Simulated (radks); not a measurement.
The numbers below are computed, except where a source is named.
Task: Sc7+, configuration [Ne] 3s2 3p2. Code: a radial shooting solver on a logarithmic mesh with Libxc functionals. Model: scalar-relativistic Kohn-Sham, PBE, spin-polarised, spherical densities, finite nucleus; open shells are filled with parallel spins first; Fermi nuclear charge, rms radius 3.5459 fm. Some entries of the table are withheld. Estimate them.

orbital  occ.  eigenvalue (hartree)  <1/r> (bohr^-1)
1s up       1             -166.8381            20.77
1s down     1             -166.8054            20.77
2s up       1             -22.42564            4.318
2s down     1             -22.39624            4.318
2p up       3                   (1)            4.223
2p down     3                   (2)            4.223
3s up       1              -6.28509            1.467
3s down     1              -6.10161            1.464
3p up       2              -5.42669            1.383
3p down     0              -5.24856            1.378

Result: 
(1) 2p up eigenvalue (hartree): -19.30119
(2) 2p down eigenvalue (hartree): -19.25977
